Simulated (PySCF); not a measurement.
`C#CC(=C)[C@@H](F)CC`, C7H9F

Geometry:
```json
{"atom": "C1", "x (Å)": "-2.561", "y (Å)": "1.414", "z (Å)": "-0.887"}
{"atom": "C2", "x (Å)": "-1.963", "y (Å)": "0.537", "z (Å)": "-0.326"}
{"atom": "C3", "x (Å)": "-1.237", "y (Å)": "-0.480", "z (Å)": "0.343"}
{"atom": "C4", "x (Å)": "-1.768", "y (Å)": "-1.669", "z (Å)": "0.614"}
{"atom": "C5", "x (Å)": "0.180", "y (Å)": "-0.097", "z (Å)": "0.702"}
{"atom": "F6", "x (Å)": "0.739", "y (Å)": "-1.057", "z (Å)": "1.523"}
{"atom": "C7", "x (Å)": "1.052", "y (Å)": "0.063", "z (Å)": "-0.546"}
{"atom": "C8", "x (Å)": "2.435", "y (Å)": "0.601", "z (Å)": "-0.202"}
{"atom": "H9", "x (Å)": "-3.096", "y (Å)": "2.170", "z (Å)": "-1.379"}
{"atom": "H10", "x (Å)": "-1.203", "y (Å)": "-2.426", "z (Å)": "1.129"}
{"atom": "H11", "x (Å)": "-2.780", "y (Å)": "-1.907", "z (Å)": "0.336"}
{"atom": "H12", "x (Å)": "0.179", "y (Å)": "0.835", "z (Å)": "1.288"}
{"atom": "H13", "x (Å)": "0.539", "y (Å)": "0.738", "z (Å)": "-1.232"}
{"atom": "H14", "x (Å)": "1.141", "y (Å)": "-0.914", "z (Å)": "-1.026"}
{"atom": "H15", "x (Å)": "2.360", "y (Å)": "1.593", "z (Å)": "0.240"}
{"atom": "H16", "x (Å)": "3.048", "y (Å)": "0.667", "z (Å)": "-1.097"}
{"atom": "H17", "x (Å)": "2.928", "y (Å)": "-0.058", "z (Å)": "0.508"}
```

The calculation used PySCF 2.14.0, GIAO PBE0/pcSseg-1 magnetisability, rotational g tensor and spin-rotation constants, non-relativistic, gas phase. Geometry: GFN2-xTB.

Question: Give the nuclear spin-rotation constants along the inertial axes (H = +C I·J) beside the isotropic shieldings.

Answer: Rotational constants 2.8748, 1.4937, 1.0666 GHz. A star marks the isotopologue with that one atom substituted, in its own axes.
```csv
atom,isotope,Caa (kHz),Cbb (kHz),Ccc (kHz),mean (kHz),σ (ppm)
F6,19F,1.643,0.737,0.311,0.897,393.1
H9,1H,-0.156,-0.041,-0.123,-0.107,29.0
H10,1H,-0.058,0.027,-0.120,-0.050,25.6
H11,1H,0.236,-0.145,-0.108,-0.006,25.6
H12,1H,-0.285,-0.135,0.057,-0.121,26.8
H13,1H,-0.182,-0.018,-0.115,-0.105,29.6
H14,1H,-0.332,-0.133,0.011,-0.151,30.2
H15,1H,-0.311,-0.126,-0.011,-0.149,30.8
H16,1H,-0.247,-0.085,-0.059,-0.130,30.5
H17,1H,-0.150,-0.044,-0.115,-0.103,30.1
C1,13C*,0.657,0.297,0.340,0.431,96.9
C2,13C*,0.631,0.214,0.397,0.414,100.8
C3,13C*,1.317,0.508,0.192,0.672,48.1
C4,13C*,1.307,0.495,0.155,0.652,56.6
C5,13C*,0.769,0.361,0.304,0.478,87.2
C7,13C*,0.507,0.241,0.172,0.307,152.6
C8,13C*,0.380,0.214,0.135,0.243,173.4
```
For the geometry as given, no vibrational averaging.

Question: How do the rotational constants and the g tensor change when H9, H10, H11, H12, H13, H14, H15, H16, H17 are replaced by deuterium?

Answer: Constants 2.4341, 1.2971, 0.9320 GHz; g -0.0126, -0.0065, -0.0015, against -0.0147, -0.0075, -0.0018 before.
